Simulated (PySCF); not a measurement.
C₃H₅FSi, SMILES FC=C=C[SiH3].

The structure is a stationary point at PBE0-D3(BJ)/def2-SVP. The structure was generated by enumeration, and PubChem lists no compound with its InChIKey, so it may never have been made.

Two levels are set side by side: TDA-PBE/def2-SVPD (PySCF) and TDA-LC-ωPBE/def2-SVPD (PySCF). Vertical, same geometry. The lowest singlet is HOMO→LUMO 100 % with PBE and HOMO→LUMO 95 % with the other functional; states are paired by order. Differences are taken from unrounded values.

```tsv
quantity	TDA-LC-ωPBE
lowest singlet excitation (eV)	4.69
lowest triplet excitation (TDA) (eV)	4.13
first bright state (f over 0.05) (eV)	8.02
its oscillator strength	1.55
```

Problem. What does TDA-PBE give, and how far is it from TDA-LC-ωPBE? (The exact figures need the calculation; the answer reports its results.)

Solution. 
| quantity | TDA-PBE | TDA-PBE minus TDA-LC-ωPBE |
|---|---|---|
| lowest singlet excitation (eV) | 4.19 | -0.51 |
| lowest triplet excitation (TDA) (eV) | 3.73 | -0.40 |
| first bright state (f over 0.05) (eV) | 6.59 | -1.42 |
| its oscillator strength | 0.33 | -1.22 |

Functionals without exact exchange tend to place singlet excitations lower, as here. Differences between two approximate levels are no errors against the true value.

Rough cost on one machine, each run with all the roots and properties that it gave: TDA-LC-ωPBE against TDA-PBE about 3 times.
